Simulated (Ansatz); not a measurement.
Calculated with Ansatz (gas phase, PBE0-D4/def2-TZVP geometries, no zero-point term in ΔE). CCSD(T)/CBS adds triple-zeta CCSD(T) − MP2 to the extrapolated MP2 energy (def2 sets, frozen cores). This one scheme is used for every species. DFT in def2-TZVPP. For Ti outer-core shells are correlated without core-valence functions, which leaves a few kJ/mol of doubt a bond. Scalar relativity is left out up to krypton. Each species was taken in one conformer, which may not be the lowest.

Reaction (ligand exchange at a Ti–Cl bond): `[F][Ti]12345678([Cl])([C@H]9[C@@H]1[C@@H]2[C@@H]3[C@H]94)[C@H]1[C@@H]5[C@@H]6[C@@H]7[C@H]18` + CH₃OH → `C[O][Ti]12345678([F])([C@H]9[C@@H]1[C@@H]2[C@@H]3[C@H]94)[C@H]1[C@@H]5[C@@H]6[C@@H]7[C@H]18` + HCl

```json
{"level": "PBE", "ΔE (eV)": "0.45"}
{"level": "BLYP", "ΔE (eV)": "0.40"}
```

What does CCSD(T)/CBS give? (Estimate.)

The calculation gave: +0.51 eV. The listed levels differ from it by -0.06, -0.11 eV.

Largest T1 diagnostic among the species: 0.019.

The D4 term adds −0.04 eV with B3LYP and −0.03 eV with PBE0; it sums over pairs of atoms, weighted by their polarisabilities, and B3LYP, whose exchange is more repulsive, gets the larger term. From PBE to PBE0 (25 % exact exchange), in def2-TZVPP and without D4, ΔE moves by +0.09 eV.

B3LYP here is the variant with VWN-RPA as its local correlation; programs differ in this.

CCSD(T)/CBS has its own doubt, a few kJ/mol and more with outer-core shells, so smaller differences from it don't rank the levels.
